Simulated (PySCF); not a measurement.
# Structure revision by computed shifts

A compound C₃H₁₀N₂Si gives the data below (simulated from a calculation) and was assigned the structure `NN([SiH3])C1CC1`.

$^{13}$C{$^{1}$H} NMR (computed): δ 50.7 (CH2, 2C), 32.7 (CH3).

$^{1}$H NMR (400 MHz, computed): δ 5.33 (m, 1H), 3.45 (m, 2H), 3.26 (m, 2H), 2.90 (s, 3H), 0.76 (br s, 1H), 0.34 (br s, 1H).

PySCF 2.14.0 with density-fitted response routines calculation with geometry from GFN2-xTB and shieldings: GIAO PBE0/pcSseg-1; single conformer, averaged over atoms made equivalent by symmetry, fast rotation or ring inversion, isolated molecule, no relativistic terms.

δ = σ(ref) − σ, references computed at the same level: $^{1}$H (σref 31.72), $^{13}$C (σref 186.93) vs TMS.

**Question.** Compare with the shifts computed for the proposed structure, pairing carbons in order of shift.

**Answer.** Structure with atom numbers: `[NH2:1][N:2]([SiH3:3])[CH:4]1[CH2:5][CH2:6]1`; H(Xn) means a hydrogen on atom n.

| atom | computed for proposal | given list | difference |
| --- | --- | --- | --- |
| C4 | 40.4 | 50.7 | -10.3 |
| C5 | 6.6 | 50.7 | -44.1 |
| C6 | 6.6 | 32.7 | -26.1 |

The rms difference is 30.2 ppm and the largest -44.1 ppm at C5 (three-membered-ring carbon). The carbon types in order of shift don't match either: CH, CH2, CH2 for the proposal against CH2, CH2, CH3 in the data. The proposal doesn't fit.

**Question.** Which isomer fits?

**Answer.** SMILES CN[SiH]1CNC1.

- Carbon types of the structure: 2 × CH2, 1 × CH3, leaving 3 H on heteroatoms.
- δC 50.7: sp3 CH2 bonded to N and Si; deshielded by the electronegative neighbour.
- δC 32.7: methyl carbon bonded to N; pulled downfield by the heteroatom.
- δH 2.90: hydrogen on a methyl carbon bonded to N; its carbon carries N, hence the downfield position.
- δH 0.76: hydrogen on a nitrogen bonded to C, Si; exchangeable, gas-phase position.

This is the structure that produced the data.

The OH or NH signal is concentration- and solvent-dependent in practice; the value given is the gas-phase one. Shifts are as computed. Against solution values, carbons near 30 ppm lie about +3 ppm off and those near 130 ppm about +5 ppm. Of 1211 compounds with measured shifts, 218 miss one by over three times the rms of a fit or turn the order of signals round; such compounds aren't used in these exercises. Multiplicities follow the n + 1 count of equivalent neighbours, as no J values were calculated; m marks all less simple cases, F and P coupling included.
